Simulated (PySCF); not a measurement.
C6H13NO.
Geometry (PBE0-D3(BJ)/def2-SVP, Å), atoms numbered from 1 in this order:
```xyz
21
C6H13NO angstrom
C     -3.5094    0.0349   -0.1583
C     -2.1183   -0.1217    0.4332
C     -1.0805    0.7374   -0.2786
N      0.2421    0.6237    0.2821
C      1.2581   -0.0232   -0.3545
O      1.1465   -0.4836   -1.4743
C      2.5400   -0.1452    0.4539
C      3.7507   -0.4100   -0.4194
H     -3.8582    1.0784   -0.0944
H     -3.5241   -0.2524   -1.2216
H     -4.2445   -0.5931    0.3663
H     -1.7965   -1.1752    0.3795
H     -2.1360    0.1401    1.5065
H     -0.9905    0.4301   -1.3312
H     -1.3993    1.7953   -0.2730
H      0.3975    0.9495    1.2269
H      2.3909   -0.9765    1.1664
H      2.6778    0.7598    1.0694
H      3.5692   -1.2822   -1.0622
H      3.9556    0.4438   -1.0821
H      4.6469   -0.5960    0.1898
```

Level: PBE0/def2-SVPD in PySCF, non-relativistic, on one gas-phase PBE0-D3(BJ)/def2-SVP geometry that isn't relaxed in the solvent. The solvent is an IEF-PCM continuum (van der Waals radii × 1.2), and excitations are vertical TDDFT with non-equilibrium linear response and a frozen core. The model holds no explicit solvent molecules, cavitation or dispersion.

Gas-phase singlets (H = HOMO, L = LUMO):

```
state  E (eV)  λ (nm)      f  leading configurations
   S1   5.802     214  0.001  H→L+1 56%, H-1→L+1 16%
   S2   6.540     190  0.009      H-1→L 57%, H→L 31%
   S3   6.734     184  0.009      H→L 50%, H-1→L 26%
   S4   7.059     176  0.157  H-1→L+1 57%, H→L+1 19%
   S5   7.376     168  0.016  H-1→L+2 67%, H→L+2 21%
```

Problem. Give the list for benzene (ε = 2.271), n² = 2.25.

Solution. 
| state | E (eV) | λ (nm) | f | leading configurations | change by rank (eV) |
| --- | --- | --- | --- | --- | --- |
| S1 | 5.892 | 210 | 0.001 | H-1→L+1 45%, H-1→L 45% | +0.090 |
| S2 | 6.694 | 185 | 0.037 | H→L 78%, H→L+1 16% | +0.154 |
| S3 | 6.963 | 178 | 0.010 | H-1→L+1 49%, H-1→L 38% | +0.229 |
| S4 | 7.017 | 177 | 0.225 | H→L+1 68%, H→L 11% | -0.042 |
| S5 | 7.467 | 166 | 0.018 | H→L+2 74%, H→L+3 16% | +0.091 |

Problem. Give the list for methanol (ε = 32.61), n² = 1.77.

Solution. 
```json
{"state": "S1", "E (eV)": "6.027", "λ (nm)": "206", "f": "0.001", "leading configurations": "H-1→L 71%, H-1→L+1 25%", "change by rank (eV)": "+0.225"}
{"state": "S2", "E (eV)": "6.809", "λ (nm)": "182", "f": "0.094", "leading configurations": "H→L 82%, H→L+1 12%", "change by rank (eV)": "+0.269"}
{"state": "S3", "E (eV)": "7.074", "λ (nm)": "175", "f": "0.137", "leading configurations": "H→L+1 75%, H→L 10%", "change by rank (eV)": "+0.340"}
{"state": "S4", "E (eV)": "7.172", "λ (nm)": "173", "f": "0.069", "leading configurations": "H-1→L+1 64%, H-1→L 26%", "change by rank (eV)": "+0.113"}
{"state": "S5", "E (eV)": "7.564", "λ (nm)": "164", "f": "0.016", "leading configurations": "H→L+3 47%, H→L+2 45%", "change by rank (eV)": "+0.188"}
```

Problem. How do the frontier levels move from gas to methanol?

Solution. 
```
orbital  gas (eV)  solvent (eV)  change (eV)
 LUMO+2      0.96          1.19        +0.23
 LUMO+1      0.75          0.87        +0.12
   LUMO      0.45          0.57        +0.12
   HOMO     -7.28         -7.31        -0.03
 HOMO-1     -7.33         -7.57        -0.24
 HOMO-2     -9.40         -9.16        +0.24
 HOMO-3     -9.54         -9.50        +0.04
```

The HOMO–LUMO gap goes from 7.73 to 7.88 eV. Rows go by rank; for HOMO-1, HOMO, LUMO and LUMO+1 the atom shares or the degeneracy differ between the runs, so the row needn't follow one orbital.
